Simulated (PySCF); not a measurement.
## Dipole response of Fe³⁺ (iron, charge +3)

[Ar] 3d5, high-spin 6S determinant. Calculation: PySCF 2.14, in aug-cc-pVTZ; the non-relativistic Hamiltonian (point nucleus). Coupled (time-dependent) response in atomic units; α is the mean over directions.

```tsv
method	mean α (bohr³)	C₆ (like pair)	S(−4)
M06	1.792	4.353	1.024
```

S(−4) is the Cauchy moment in α(ω) = α(0) + S(−4) ω² + …

α(iu) at M06:

```json
{"u (hartree)": "0", "α(iu) (bohr³)": "1.792"}
{"u (hartree)": "0.0500", "α(iu) (bohr³)": "1.789"}
{"u (hartree)": "0.100", "α(iu) (bohr³)": "1.782"}
{"u (hartree)": "0.200", "α(iu) (bohr³)": "1.753"}
{"u (hartree)": "0.300", "α(iu) (bohr³)": "1.708"}
{"u (hartree)": "0.500", "α(iu) (bohr³)": "1.591"}
{"u (hartree)": "0.750", "α(iu) (bohr³)": "1.427"}
{"u (hartree)": "1.00", "α(iu) (bohr³)": "1.272"}
{"u (hartree)": "1.50", "α(iu) (bohr³)": "1.012"}
{"u (hartree)": "2.00", "α(iu) (bohr³)": "0.8146"}
{"u (hartree)": "3.00", "α(iu) (bohr³)": "0.5501"}
{"u (hartree)": "5.00", "α(iu) (bohr³)": "0.2913"}
```

A single London oscillator, α(iu) = α/(1 + u²/ω²), gives C₆ = (3/4) ω α². Matching the computed C₆ needs ω = 4 × 4.353 / (3 × 1.792²) = 1.81 hartree.

For an ion, C₆ is the dispersion term alone; charge-induced terms of lower order in 1/R come first.
